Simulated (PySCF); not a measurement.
Species: C6H10O2 (charge +1 and doublet state).
Z-matrix (Å and degrees, GFN2-xTB geometry), rows numbered from 1:
```
C 
O   1  1.4146
C   2  1.4063  1  115.85
C   3  1.5169  2  116.06  1    92.73
C   4  1.4793  3  114.46  2  -161.47
C   4  1.3453  3  122.92  2    20.68
C   6  1.4374  4  124.52  3    -0.12
O   7  1.1831  6  133.54  4   176.24
H   1  1.0889  2  107.09  3  -175.91
H   1  1.0938  2  112.24  3   -54.76
H   1  1.0949  2  109.53  3    66.15
H   3  1.0999  2  106.12  1  -148.77
H   3  1.0967  2  110.36  1   -31.79
H   5  1.0912  4  109.99  3    68.76
H   5  1.0896  4  110.51  3   -48.56
H   5  1.0855  4  111.90  3  -170.59
H   6  1.0846  4  120.76  3   179.16
H   7  1.1589  6  106.30  4    -4.38
```

The hyperfine couplings belong to this conformer and change with its torsions.

As a line formula: `C([CH][C+](COC)C)=O` [radical] (charge +1).

Theory: PySCF 2.14.0, UKS B3LYP, pcH-1 on C H O, non-relativistic, mean-field spin-orbit, GIAO. One conformer (not necessarily the lowest) at the GFN2-xTB geometry, without solvent, vibrations or thermal averaging. A GFN2-xTB geometry isn't a minimum of the functional, and hyperfine couplings can be far from their values at a DFT geometry, by a factor of two or more for some ions and for spin on atoms past the first row. No stability test was run, so a lower SCF solution isn't excluded.

(1) Where do the isotropic ENDOR lines of H17, H9/H10/H11, H12/H13 and H14/H15/H16 fall at 332.8 mT, to first order?

(2) Which pairs are centred on the nuclear Larmor frequency, and which on half the coupling?

(3) At what field would the lower line of H9/H10/H11 fall to zero frequency?

Results:

(1) For S = 1/2 in fast tumbling each set of equivalent nuclei gives two lines, ν± = |νn ± a/2| to first order, with νn = g_N μN B/h and μN/h = 7.62259 MHz/T.

```
     nuclei  isotope     g_N  νn (MHz)  a_iso (MHz)  lower line (MHz)  upper line (MHz)
        H17       1H  5.5857     14.17        57.13             14.40             42.74
 H9/H10/H11       1H  5.5857     14.17        19.59              4.38             23.96
    H12/H13       1H  5.5857     14.17        10.51              8.92             19.42
H14/H15/H16       1H  5.5857     14.17        -2.48             12.93             15.41
```

(2) Centred on νn, since |a| < 2νn: H9/H10/H11, H12/H13 and H14/H15/H16. Centred on |a|/2 and split by 2νn: H17.

(3) Where νn = |a|/2, that is B = 9.79 MHz/(5.5857 × 7.62259 MHz/T) = 230 mT, as far as first order holds there.

Couplings of abundant isotopes left out: H18 (371.6 MHz).

Class means assume fast exchange of nuclei equivalent by connectivity; if that motion is slow, each nucleus keeps its own coupling. The three 1H nuclei of mean +19.6 MHz run from 1.3 to 44.0 MHz in the frozen geometry. The 1H value of +10.5 MHz is a mean of couplings from 4.2 to 16.9 MHz in this one geometry, not an average over conformers.

The Mulliken spin populations are largest on O8 (+0.52), O2 (+0.20), H18 (+0.13) and C6 (+0.09).

The SMILES draws the unpaired electron on C6; the largest computed Mulliken spin population is on O8 (0.52 against 0.09).
